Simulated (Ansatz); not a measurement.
Ideal-gas functions of `[Cl][GeH]1[NH]C[O]1` at 800 K and 1 bar, from an Ansatz frequency run at PBE0-D4/def2-TZVP.

Molar mass 154.11 g/mol, point group C1 (symmetry number 1), electronic degeneracy 1, moments of inertia 80.754, 277.552, 281.634 u Å². Harmonic wavenumbers (cm⁻¹, unscaled): 122, 152, 252, 402, 470, 552, 605, 663, 743, 882, 1006, 1023, 1099, 1179, 1267, 1374, 1544, 2168, 3018, 3063, 3615.

Use S(trans) = R[1.5 ln M + 2.5 ln T − 1.1517]; rotational temperatures θ = 24.2544 K / I; S(rot) = R[ln(√π/σ · √(T³/θAθBθC)) + 1.5]; for each mode x = 1.438777 ν̃/T, S = R[x/(eˣ − 1) − ln(1 − e⁻ˣ)] and H = RT x/(eˣ − 1); 1 cm⁻¹ = 0.0119627 kJ/mol; R = 8.31446 J/(mol·K).

By hand: the entropy, in J/(mol·K).

Translation 192.2. Rotation: θ = 0.3003, 0.0874, 0.0861 K, giving 125.9. Vibration, mode by mode: 20.94, 19.12, 14.97, 11.19, 9.96, 8.71, 8.01, 7.33, 6.50, 5.30, 4.43, 4.33, 3.88, 3.47, 3.06, 2.63, 2.07, 0.84, 0.24, 0.22, 0.09, in all 137.3. Electronic 0.0. Sum 455.4 J/(mol·K).

By hand: H − E and G − E in kJ/mol, counted from the electronic energy.

Zero-point energy ½ × 25199 × 0.0119627 = 150.7; thermal vibration 56.7; translation, rotation and pV give 4 RT = 26.6. H − E = 234.0 kJ/mol, and G − E = 234.0 − 800 × 455.4/1000 = -130.3 kJ/mol.

Vibration gives 30 % of the entropy, 20.9 J/(mol·K) of it from the mode under 150 cm⁻¹: soft modes count most, and the harmonic formula is weakest for them. The sum counts one conformer and one mirror image; others add a mixing term.
